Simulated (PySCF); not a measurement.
All numbers come from PBE0 in PySCF with Ga def2-TZVP, F def2-TZVP; no relativity; density-fitted integrals. Open shells, if any, are unrestricted.

Problem. What shape and geometry does isolated singlet GaF₂⁺ take (every ligand bound to Ga)?

Solution. Counting electrons, gallium keeps none of its valence electrons outside its bonds, so the VSEPR class is AX2 and the expected shape is linear (D∞h), as computed. The lowest minimum found is a singlet of D∞h symmetry with Ga–F 1.661 Å (×2); F–Ga–F 180.0°. Its harmonic wavenumbers are 170 (πu), 736 (σg+), 931 (σu+) cm⁻¹ and its dipole moment is 0.00 D about the centre of mass.

Other isomers or separated fragments may lie lower.
